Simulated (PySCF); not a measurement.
A PySCF script (with the pyscf-properties extension) for the NMR shieldings of `O([SiH2][SiH2]B(O)O)[SiH3]`, BH9O3Si3, on a GFN2-xTB geometry:

```python
import basis_set_exchange as bse
import numpy as np
from pyscf import gto, dft
from pyscf.prop import nmr

atoms = """
O    -1.192603   -1.538759    1.081284
B    -1.601934   -0.619595    0.173618
O    -1.987013   -0.951874   -1.081664
Si   -1.420345    1.281217    0.639647
Si    0.774458    1.889219    0.190569
O     1.546130    0.526605   -0.292179
Si    2.010706   -0.987194   -0.559230
H    -1.172447   -2.462375    0.818349
H    -1.963695   -1.878293   -1.335330
H    -1.718797    1.602033    2.050773
H    -2.321051    2.192133   -0.094602
H     1.597359    2.362444    1.312259
H     1.028770    2.798955   -0.934740
H     1.146339   -1.536616   -1.610138
H     1.864927   -1.749672    0.681713
H     3.401596   -0.919284   -0.998397
"""
names = dict.fromkeys(["O", "B", "Si", "H"], "pcSseg-1")
basis = {el: gto.basis.parse(bse.get_basis(n, elements=[el], fmt="nwchem")) for el, n in names.items()}
mol = gto.M(atom=atoms, basis=basis, charge=0, verbose=0)
mf = dft.RKS(mol, xc="PBE0")
mf.grids.level = 2
mf.grids.alignment = dft.numint.BLKSIZE   # the property module wants whole blocks of grid points
mf.conv_tol = 1e-9
mf.kernel()

calc = nmr.RKS(mf)   # GIAO
C = mf.mo_coeff
Co = C[:, mf.mo_occ > 0]
resp = mf.gen_response(singlet=True, hermi=2)
def vind(x):   # induced exchange potential for any number of trial vectors
    d = np.einsum("pi,xij,qj->xpq", C, 2 * x.reshape(-1, C.shape[1], Co.shape[1]), Co, optimize=True)
    return np.einsum("xpq,pi,qj->xij", resp(d - d.transpose(0, 2, 1)), C, Co, optimize=True).ravel()
mo1, _ = nmr.rhf.solve_mo1(calc, with_cphf=vind)
sigma = calc.kernel(mo1)
for i, s in enumerate(sigma):   # ppm
    print("%2d %-2s %9.2f" % (i, mol.atom_pure_symbol(i), np.trace(s) / 3))
```

Task: Give the expected output.

Result: 
```
 0 O     180.45
 1 B      69.68
 2 O     181.80
 3 Si    476.33
 4 Si    368.73
 5 O     346.60
 6 Si    398.28
 7 H      27.58
 8 H      27.54
 9 H      28.36
10 H      28.43
11 H      25.94
12 H      25.93
13 H      26.77
14 H      26.65
15 H      26.65
```

These numbers come from an equivalent density-fitted implementation of the same equations, which agrees with the script to about 0.01 ppm for H and up to a few tenths of a ppm for heavy atoms, so last digits may differ.

Size and cost of the density-fitted run: 185 basis functions, 51 s wall time on 1 thread of an Arm Neoverse N1, shared host; peak memory 0.89 GiB.
